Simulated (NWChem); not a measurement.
Molecule: NbSF3; SMILES [F][Nb]([F])([F])=[S]

def2 effective core potentials on Nb; no spin-orbit coupling.

Q: Give the equilibrium geometry at PBE0/def2-SVP with def2 effective core potentials on Nb (NWChem) as an XYZ file, with the point group.

A: point group C3v; any orientation.
```
5

Nb     0.0000     0.0000     0.1483
S      0.0000     0.0000    -1.9798
F      1.6762     0.5282     0.7229
F     -0.3807    -1.7158     0.7229
F     -1.2955     1.1876     0.7229
```
